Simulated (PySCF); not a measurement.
Potential energy surface of H4B (anion, charge -1), singlet: flattening of a tetrahedron along the D2d path, bond length relaxed. Scanned: the two opposite H-B-H angles (109.47 = tetrahedral, 180 = square planar). Other coordinates (B-H bond length) were minimised at PBE0/def2-TZVP.

RKS-M06-2X/6-31G* = restricted M06-2X/6-31G*, spherical d (PySCF 2.14.0); RKS-B3LYP/6-31G* = restricted B3LYP/6-31G*, spherical d in PySCF 2.14.0; CCSD on RHF/aug-cc-pVDZ, 1 core orbital frozen (PySCF).

Energies in eV, each method relative to its own lowest point.

```tsv
a / °	RKS-M06-2X/6-31G*	RKS-B3LYP/6-31G*	CCSD
90	0.537	0.533	0.500
95	0.293	0.291	0.273
100	0.124	0.123	0.116
105	0.027	0.027	0.025
109.47	0.000	0.000	0.000
115	0.041	0.041	0.039
120	0.147	0.145	0.138
130	0.548	0.542	0.513
140	1.193	1.179	1.113
150	2.069	2.043	1.919
160	3.162	3.119	2.906
170	4.449	4.381	4.037
```

The scan ran from 90 to 180; beyond the range shown the relaxed coordinates jump or full CI changes its symmetry label.
